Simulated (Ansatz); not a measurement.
CH3O (SMILES C[O]), charge 0, multiplicity 2, relaxed at each level with Ansatz (a quantum-chemistry and plane-wave program); harmonic frequencies from differences of analytic forces, average atomic masses, frozen cores. Open shells are unrestricted.

| level | harmonic frequencies (cm⁻¹) | ZPE (eV) | cost over HF/def2-TZVPP (rough) |
|---|---|---|---|
| HF/def2-TZVPP | 810 1092 1200 1553 1556 1635 3134 3194 3214 | 1.078 | ×1 |
| PBE/def2-TZVPP | 554 917 1098 1270 1285 1462 2771 2854 2898 | 0.937 | ×0.8 |
| B3LYP/def2-TZVPP | 682 959 1107 1354 1365 1514 2890 2963 3006 | 0.982 | ×1 |
| PBE0/def2-TZVPP | 689 961 1141 1356 1359 1510 2919 2992 3036 | 0.990 | ×1 |
| MP2/cc-pVTZ | 806 977 1136 1413 1431 1541 3010 3091 3130 | 1.025 | ×2 |
| CCSD(T)/cc-pVDZ | 799 967 1116 1378 1387 1515 2952 3029 3063 | 1.005 | ×3 |

Measured: fundamentals as far as tabulated 2840, 1412, 1047, 2758, 914, 652 cm⁻¹ [NIST CCCBDB]. Measured modes stand in the spectroscopists' order.
